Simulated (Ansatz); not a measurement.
Ansatz (a quantum-chemistry and plane-wave program) input (CCSD(T)/def2-SVPD):

Ansatz 0.2 input:
```yaml
crystal:
  periodic: [false, false, false]
  atoms:
    - {symbol: Nb, position_ang: [-0.00000000, -0.00000000, -0.67651132]}
    - {symbol: Cl, position_ang: [0.00000000, 0.00000000, 1.63158612]}
basis:
  gaussian:
    orbitals: def2-SVPD
total_charge: 1
magnetization: {spin_polarized: true, initial_magnetization: 3}
correlation: {method: ccsd_t, electrons: outside_noble_gas}
```

End of the output:

```
mean field evaluation 2048: about -14024.3367 eV, gradient 2.8e0 eV
mean field evaluation 2080: about -14023.8157 eV, gradient 7.5e0 eV
mean field evaluation 2112: about -14023.3093 eV, gradient 5.0e-4 eV
mean field evaluation 2144: about -14021.7511 eV, gradient 7.0e-2 eV
mean field evaluation 2176: about -14022.0496 eV, gradient 1.2e1 eV
mean field evaluation 2208: about -14027.7017 eV, gradient 9.5e-4 eV
mean field evaluation 2240: about -14027.6796 eV, gradient 1.8e0 eV
mean field evaluation 2272: about -14027.0386 eV, gradient 1.6e0 eV
mean field evaluation 2304: about -14027.5265 eV, gradient 3.1e-2 eV
mean field evaluation 2336: about -14027.5095 eV, gradient 6.9e-1 eV
mean field evaluation 2368: about -14025.3664 eV, gradient 1.8e-2 eV
mean field evaluation 2400: about -14025.2623 eV, gradient 7.7e-1 eV
mean field evaluation 2432: about -14025.2677 eV, gradient 7.9e-1 eV
mean field evaluation 2464: about -14025.7999 eV, gradient 2.1e0 eV
mean field evaluation 2496: about -14027.5235 eV, gradient 2.6e-1 eV
mean field evaluation 2528: about -14023.4930 eV, gradient 1.1e1 eV
mean field evaluation 2560: about -14021.7984 eV, gradient 5.3e0 eV
mean field evaluation 2592: about -14025.1269 eV, gradient 5.3e-1 eV
mean field -14027.70171750 eV, -515.5085298004 hartree, gradient 4.3e-9 eV, S^2 3.764606; 31 other end points of the search recorded, 0 dependent functions left out
determinant -14027.70171750 eV, -515.5085298004 hartree, with singles and doubles -14033.14149590 eV, -515.7084379693 hartree
determinant -14027.70005585 eV, -515.5084687361 hartree, with singles and doubles -14033.22965309 eV, -515.7116776863 hartree
determinant -14027.69781748 eV, -515.5083864772 hartree, with singles and doubles -14033.19919890 eV, -515.7105585157 hartree
determinant -14027.67370011 eV, -515.5075001805 hartree, with singles and doubles -14033.25721723 eV, -515.7126906499 hartree
determinant -14027.52663802 eV, -515.5020957480 hartree, with singles and doubles -14032.85694099 eV, -515.6979807695 hartree
determinant -14027.22182762 eV, -515.4908941727 hartree, with singles and doubles -14032.78580229 eV, -515.6953664704 hartree
determinant -14026.97017170 eV, -515.4816459883 hartree, with singles and doubles -14032.60612786 eV, -515.6887635567 hartree
determinant -14025.96255312 eV, -515.4446166883 hartree, with singles and doubles -14031.59196088 eV, -515.6514936077 hartree
determinant -14025.36770114 eV, -515.4227562812 hartree, with singles and doubles -14030.98749143 eV, -515.6292797650 hartree
determinant -14025.30582308 eV, -515.4204823045 hartree, with singles and doubles -14030.84352227 eV, -515.6239889962 hartree
determinant -14025.30343134 eV, -515.4203944095 hartree, with singles and doubles -14030.76650342 eV, -515.6211586054 hartree
determinant -14025.20490814 eV, -515.4167737488 hartree, with singles and doubles -14030.69972255 eV, -515.6187044539 hartree
determinant -14024.53878753 eV, -515.3922942678 hartree, with singles and doubles -14029.37547715 eV, -515.5700393331 hartree
determinant -14027.70171750 eV, -515.5085298004 hartree, with singles and doubles -14033.16954504 eV, -515.7094687562 hartree
determinant -14027.70005585 eV, -515.5084687361 hartree, with singles and doubles -14033.27203238 eV, -515.7132350965 hartree
determinant -14027.69781748 eV, -515.5083864772 hartree, with singles and doubles -14033.24788162 eV, -515.7123475726 hartree
determinant -14027.67370011 eV, -515.5075001805 hartree, with singles and doubles -14033.28711031 eV, -515.7137892002 hartree
determinant -14027.52663802 eV, -515.5020957480 hartree, with singles and doubles -14032.87801920 eV, -515.6987553793 hartree
determinant -14027.22182762 eV, -515.4908941727 hartree, with singles and doubles -14032.83967259 eV, -515.6973461674 hartree
9 core orbitals not correlated
reference -14027.67370011 eV, -515.5075001805 hartree; 7, 4 occupied and 45, 48 virtual orbitals, 572 factors
second order -5.11226265 eV of doubles, -0.00000000 eV of singles
coupled cluster: 0.15 GiB planned
cycle   1  -5.61341149 eV  change   -1.3e-6 eV  update   3.4e-6
perturbative correction -0.24500823 eV, -0.0090038864 hartree
Total energy: -14033.53211984 eV, -515.7227931343 hartree
```

This state (charge 1, quartet) is run at the relaxed geometry of the species with charge 0 and multiplicity 5.
